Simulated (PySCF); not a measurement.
Bonds: Si1-C3, Si1-C7, Si1-N11, N11-C12, N11-C14, C12-C13, C14-C15. Si1 carries H2; C3 carries H4, H5, H6; C7 carries H8, H9, H10; C12 carries H16, H17; C13 carries H18, H19, H20; C14 carries H21, H22; C15 carries H23, H24, H25.

Geometry: PBE0-D3(BJ)/def2-SVP; GIAO shifts from PySCF, gas phase, non-relativistic, averaged over equivalent atoms.

At B3LYP/pcSseg-1 (228 basis functions):
```json
{"atoms": "Si1", "δ (ppm)": "-13.1"}
{"atoms": "H2", "δ (ppm)": "4.76"}
{"atoms": "H16/H17/H21/H22", "δ (ppm)": "2.65"}
{"atoms": "H18/H19/H20/H23/H24/H25", "δ (ppm)": "0.94"}
{"atoms": "H4/H5/H6/H8/H9/H10", "δ (ppm)": "0.15"}
{"atoms": "C12/C14", "δ (ppm)": "42.8"}
{"atoms": "C13/C15", "δ (ppm)": "16.3"}
{"atoms": "C3/C7", "δ (ppm)": "-1.5"}
{"atoms": "N11", "δ (ppm)": "51.5"}
```

Shifts are taken against calculated references (same method and geometry level): TMS for 29Si (337.86 ppm), 1H (31.38 ppm), 13C (179.24 ppm); NH3 for 15N (263.54 ppm).

**Question.** What do these become at PBE0/pcSseg-1?

**Answer.** 
```
                  atoms  δ at PBE0/pcSseg-1  change
                    Si1               -10.6    +2.5
                     H2                4.84   +0.08
        H16/H17/H21/H22                2.61   -0.04
H18/H19/H20/H23/H24/H25                0.92   -0.02
     H4/H5/H6/H8/H9/H10                0.16   +0.01
                C12/C14                41.5    -1.3
                C13/C15                15.9    -0.4
                  C3/C7                -1.6    -0.1
                    N11                45.2    -6.3
```

Shifts are taken against calculated references (same method and geometry level): 29Si (σref 351.99), 1H (σref 31.27), 13C (σref 184.41) vs TMS; 15N (σref 265.67) against NH3.

The largest change is at N11 (nitrogen bonded to 2 C, Si). Cost: 228 basis functions. The order of the carbon signals is the same at both levels.

Experimental scales use liquid or dissolved standards, which lie at an offset from isolated NH3 (liquid NH3: subtract about 20 ppm).
